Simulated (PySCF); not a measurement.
# How the method changes the shape and vibrations of AlCClGeH2

Calculated results; nothing here was measured. They come from PySCF 2.14.0, an open-source quantum chemistry program, on an isolated molecule that a program drew, which may never have been made. The molecule is AlCClGeH2 (charge 0, singlet), drawn as the SMILES string `[Al][CH]=[GeH][Cl]`.

The geometry was optimised and harmonic frequencies were computed with HF and MP2, all in the cc-pV(D+d)Z basis, for the commonest isotopes, with a restricted reference for singlets and an unrestricted one otherwise, and a frozen core in MP2. Germanium has the cc-pVDZ-PP basis, with a core potential (ECP10MDF) in place of its 10 inner electrons, and its 3s, 3p and 3d shells are frozen in MP2. Each result is a local minimum of its method.

Geometry at the HF minimum:
```xyz
6
AlCClGeH2, angstrom
Al   -2.6697    2.2352   -1.2227
C    -1.2896    2.0653   -2.6135
Ge    0.4136    1.7417   -2.2785
Cl    1.9451    1.5507   -3.7830
H    -1.5123    2.1638   -3.6780
H     1.1023    1.5449   -0.9443
```

Lengths of the bonds as drawn, in Å (atoms numbered as above):
```
bond,HF,MP2
Al1-C2,1.967,1.979
C2-Ge3,1.766,1.798
Ge3-Cl4,2.155,2.162
C2-H5,1.092,1.106
Ge3-H6,1.514,1.528
```

Rotational constants, in GHz:
| constant | HF | MP2 |
|---|---|---|
| A | 19.76 | 20.9 |
| B | 1.118 | 1.112 |
| C | 1.058 | 1.056 |

Harmonic frequencies in cm^-1, each column in rising order, so a row needn't be the same motion in every method:
| rank | HF | MP2 |
|---|---|---|
| 1 | 81 | 66 |
| 2 | 88 | 76 |
| 3 | 189 | 165 |
| 4 | 386 | 341 |
| 5 | 432 | 426 |
| 6 | 573 | 552 |
| 7 | 743 | 679 |
| 8 | 781 | 719 |
| 9 | 926 | 853 |
| 10 | 1055 | ? |
| 11 | 2307 | 2220 |
| 12 | 3268 | 3151 |

**Estimate the missing MP2 frequency from the HF column.**

A single factor s that minimises the squared misfit of MP2 against s times HF over the other rows is sum(HF x MP2) / sum(HF^2) = 0.9581, with an rms misfit of 21 cm^-1. For rank 10 it gives 0.9581 x 1055 = 1011 cm^-1. The calculation gives 946 cm^-1, 65 cm^-1 below the estimate. The drawn bonds are on average 1.0 % longer in MP2 than in HF.
